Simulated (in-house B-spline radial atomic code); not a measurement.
Results of a calculation; reference values are marked as such.
What the choice of pseudopotential does to G0W0 on PBE0: K⁺

All numbers come from an all-electron radial atomic-structure program (B-spline basis), non-relativistic, configuration [Ne] 3s2 3p6, open shells at high spin. Semilocal Troullier-Martins pseudo-atoms, one channel per l, are made with PBE or LDA for several valence sets and radii, with or without a model core, and set against the all-electron atom. One channel fits only the lowest state of its l, so a second state of that l is approximate. All electrons give 3p: PBE0 -26.922 eV, G0W0 -31.71 eV, 3s: PBE0 -44.51 eV, G0W0 -47.12 eV. Potentials are made in the ion's own configuration unless the neutral atom is named, and a smooth local potential serves every l without a channel. Potentials that miss their own reference levels by more than 6 millihartree, or need radii over 3.5 bohr, are left out. Columns give pseudo minus all-electron, in eV; a dash marks a level in the core or of low weight.

```csv
valence,made with,radii (bohr),model core (bohr),3p PBE0,3p G0W0,3s PBE0,3s G0W0
3p,PBE,s 2.81 p 0.93,none,+0.52,+0.85,-,-
3p,LDA,s 3.10 p 1.04,none,+0.38,+0.79,-,-
3p,"LDA, neutral atom",s 3.40 p 1.51,none,+0.45,+1.04,-,-
3p,"LDA, neutral atom",s 3.24 p 0.93,0.71,+0.87,+1.31,-,-
3p,"PBE, neutral atom",s 3.40 p 1.04,0.71,+0.87,+1.35,-,-
3p,LDA,s 3.40 p 1.16,0.71,+0.82,+1.35,-,-
3p,"PBE, neutral atom",s 3.40 p 1.33,0.71,+0.87,+1.44,-,-
3s 3p,"PBE, neutral atom",s 0.87 p 0.93,none,-0.03,-0.12,+0.03,-0.29
3s 3p,"PBE, neutral atom",s 0.97 p 1.04,none,-0.02,-0.10,+0.03,-0.33
3s 3p,"LDA, neutral atom",s 1.08 p 1.16,none,-0.11,-0.19,+0.07,-0.45
3s 3p,"PBE, neutral atom",s 0.97 p 1.04,0.67,-0.01,-0.08,+0.09,-0.26
3s 3p,"LDA, neutral atom",s 1.08 p 1.16,0.67,+0.01,-0.05,+0.25,-0.23
3s 3p,"PBE, neutral atom",s 1.25 p 1.33,0.67,-0.01,-0.04,+0.10,-0.49
3s 3p,"PBE, neutral atom",s 1.41 p 1.51,0.67,-0.04,-0.03,+0.11,-0.65
```

(1) How does the G0W0 shift of 3p, which all sets hold, depend on the valence set?

## Answers

(1) Mean size: 3s 3p: 0.09 eV; 3p: 1.16 eV. The means mix radii and the functional used in making the potentials.
